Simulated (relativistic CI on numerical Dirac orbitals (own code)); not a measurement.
**Hyperfine structure of Ti VII, mass number 49**

Computed by Dirac-Coulomb-Breit CI, separate exchange-only KLI orbitals for each configuration, a model potential for QED, unscaled Slater integrals (own radial code, finite nucleus).

Configuration list (outside the closed core [Ne]): 3s²3p⁴, 3s3p⁵, 3s²3p³3d, 3p⁶, 3s3p⁴3d, 3s²3p³4s, 3p⁵3d, 3s3p³3d², 3s²3p³4p, 3s²3p³4d, 3s²3p³4f, 3s3p⁴4s, 3s²3p³5s, 3s²3p³5p, 3s²3p²3d², 3s²3p3d³, 3s3p²3d³, 3s²3p3d²4s, 3s²3p3d²4p, 3s²3p3d²4d. Double excitations out of closed p, d and f shells are left out; levels of such configurations are missing from the list, as are those of other unlisted configurations, and high levels can miss mixing partners. These lack a partner that the ground configuration has and come out too high: 3s²3p³4f, 3s3p⁴4s, 3s²3p³5s, 3s²3p³5p.

Nuclear spin I = 7/2, μ = -1.1037 μN, Q = 0.247 b (tables of Stone and Pyykkö). The electronic factors are computed for point nuclear moments, without core polarisation or the Bohr-Weisskopf and QED corrections.

```
        Level   E (eV)  A (MHz)  B (MHz)
   3s²3p⁴ ³P2   0.0000     -689      819
   3s²3p⁴ ³P1   0.5532   -38.91     -417
   3s²3p⁴ ¹D2   3.2631    -1167    -1670
   3s3p⁵ ³P°2  23.9533    -2700     -763
   3s3p⁵ ³P°1  24.4213    -3008      388
   3s3p⁵ ¹P°1  31.4322    -1159     -622
3s²3p³3d ⁵D°1  33.3515   -120.4    -46.3
3s²3p³3d ⁵D°2  33.3610   -121.9    -27.5
```

Levels with J = 0, under 50 % of one LS term, or S terms without an open s electron are left out. Small factors come from cancelling terms and can be off by tens of per cent or more.

At this charge configurations can still be misplaced by up to about 7 % of their energy. 18 of the 23 excited levels that our extract of the measured tables holds in this range could be paired (the sources list more); they are missed by 12103 cm⁻¹ on average and 20942 at most, and levels without a partner can miss by more. Some levels of the ground configuration have no partner and can miss by 10 % or more.

Task: Give the hyperfine levels of 3s²3p⁴ ³P2 relative to its centre of gravity.

Result: With K = F(F + 1) − I(I + 1) − J(J + 1), E = AK/2 + B[¾K(K + 1) − I(I + 1)J(J + 1)]/[2I(2I − 1)J(2J − 1)]: F = 3/2: 6640, F = 5/2: 4552, F = 7/2: 1833, F = 9/2: -1311, F = 11/2: -4618 MHz.

LS names give the leading component of a level, which can be under half, so a name can repeat, a term be missing and a line seem to break the LS rules.
